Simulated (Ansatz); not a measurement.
C2H6FOY (`C[O][Y]([CH3])[F]`). The species carries charge 0 and has multiplicity 1. Y: def2 effective core potential. The structure was optimised at the PBE0-D4/def2-TZVP level. It is one conformer, not always the lowest.

```xyz
11

C     1.413   -1.336   -1.545
O     0.672   -0.306   -0.983
Y    -0.189    1.262   -0.074
C    -1.699    0.659    1.644
F     0.796    2.989    0.199
H     1.228   -1.411   -2.624
H     1.153   -2.302   -1.095
H     2.490   -1.179   -1.403
H    -2.203    1.516    2.110
H    -1.175    0.138    2.459
H    -2.486   -0.032    1.313
```

Question: What is the dipole moment at ωB97M-V/def2-TZVPP? (Estimate.)

Answer: Ansatz gave: 3.03 D, with components (-1.05, -0.81, -2.72) D in this frame, pointing from negative to positive charge.

Question: And with PBE, r2SCAN, B3LYP? (An estimate is asked.)

Answer: Ansatz gave: PBE 2.87 D, r2SCAN 2.97 D, B3LYP 2.99 D.

Question: Give the Mulliken charges with ωB97M-V, PBE, B3LYP in def2-TZVPP. (Estimate.)

Answer: Ansatz gave: 
| atom | ωB97M-V | PBE | B3LYP |
| --- | --- | --- | --- |
| C1 | -0.15 | -0.11 | -0.09 |
| O2 | -0.53 | -0.48 | -0.56 |
| Y3 | 1.22 | 1.17 | 1.30 |
| C4 | -0.72 | -0.68 | -0.68 |
| F5 | -0.48 | -0.44 | -0.49 |
| H6 | 0.10 | 0.08 | 0.08 |
| H7 | 0.11 | 0.09 | 0.09 |
| H8 | 0.10 | 0.09 | 0.09 |
| H9 | 0.12 | 0.09 | 0.09 |
| H10 | 0.12 | 0.10 | 0.10 |
| H11 | 0.11 | 0.09 | 0.08 |

B3LYP here is the variant with VWN-RPA as its local correlation; programs differ in this.
